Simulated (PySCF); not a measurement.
# Assignment exercise: C$_{6}$H$_{14}$Si

Cartesian coordinates in Å; atom numbers follow the order of the lines, from 1:
```xyz
21

C    -2.296    1.549   -0.060
Si   -1.600   -0.145    0.437
C    -0.108   -0.629   -0.639
C     0.509   -1.981   -0.229
C     1.683   -1.228    0.405
C     1.262    0.035   -0.361
C     1.325    1.354    0.384
H    -1.579    2.349    0.093
H    -2.589    1.565   -1.106
H    -3.177    1.782    0.529
H    -1.257   -0.149    1.866
H    -2.627   -1.176    0.220
H    -0.398   -0.585   -1.692
H    -0.081   -2.602    0.443
H     0.812   -2.583   -1.085
H     2.681   -1.614    0.203
H     1.558   -1.107    1.480
H     1.833    0.127   -1.290
H     2.360    1.602    0.613
H     0.771    1.297    1.318
H     0.908    2.155   -0.222
```

[PySCF 2.14.0 with density-fitted response routines: coordinates at the GFN2-xTB level; NMR shieldings at PBE0/pcSseg-1/GIAO; a single conformation; averaged over atoms made equivalent by symmetry, fast rotation or ring inversion; no relativistic terms; in vacuum]

Scale: TMS for 13C and 1H (reference shieldings calculated alike).

Q: Assign these signals to the numbered atoms. 13C{1H} NMR (computed): δ 33.0 (CH), 29.0 (CH2), 24.3 (CH), 22.9 (CH3), 20.5 (CH2), -5.6 (CH3).

A: 
```tsv
δ (ppm)	atoms	environment	reason
33.0	C6	sp3 CH in a ring	aliphatic region, no heteroatom directly attached
29.0	C5	sp3 CH2 in a ring	saturated and bonded to C and H only
24.3	C3	sp3 CH bonded to Si	–
22.9	C7	methyl carbon	a saturated carbon with 1 carbon neighbour and no heteroatom attached
20.5	C4	sp3 CH2 in a ring	a saturated carbon with 2 carbon neighbours and no heteroatom attached
-5.6	C1	methyl carbon bonded to Si	an electropositive neighbour leaves it electron-rich and shielded
```

C3 and C7 lie closer than the usual error of such a calculation, so a measured spectrum could show them in the other order.

Q: Assign these signals to the numbered atoms. 1H NMR (300 MHz, computed): δ 4.42 (m, 1H), 3.93 (m, 1H), 2.70 (m, 1H), 2.23 (m, 1H), 2.09 (m, 1H), 1.95 (m, 1H), 1.71 (m, 1H), 1.49 (m, 1H), 1.14 (d, 3H), 0.14 (m, 3H).

A: 
4.42 → H11, hydrogen on a silicon bonded to 2 C
3.93 → H12, hydrogen on a silicon bonded to 2 C
2.70 → H18, hydrogen on an sp3 CH in a ring
2.23 → H15, hydrogen on an sp3 CH2 in a ring
2.09 → H16, hydrogen on an sp3 CH2 in a ring
1.95 → H13, hydrogen on an sp3 CH bonded to Si
1.71 → H17, hydrogen on an sp3 CH2 in a ring: far from electronegative atoms and π systems
1.49 → H14, hydrogen on an sp3 CH2 in a ring
1.14 → H19/H20/H21, hydrogen on a methyl carbon: far from electronegative atoms and π systems
0.14 → H8/H9/H10, hydrogen on a methyl carbon bonded to Si: an electropositive neighbour shields it, as in TMS itself

Shifts are as computed. Against solution values, carbons near 30 ppm lie about +3 ppm off and those near 130 ppm about +5 ppm. Of 1309 compounds with measured shifts, 239 miss one by over three times the rms of a fit or turn the order of signals round; such compounds aren't used in these exercises. No couplings were computed; multiplicities are counted from neighbouring protons, with m where these are inequivalent, close in shift, in a saturated or five-membered ring or joined by F or P, and br s for small geminal =CH2 splittings.
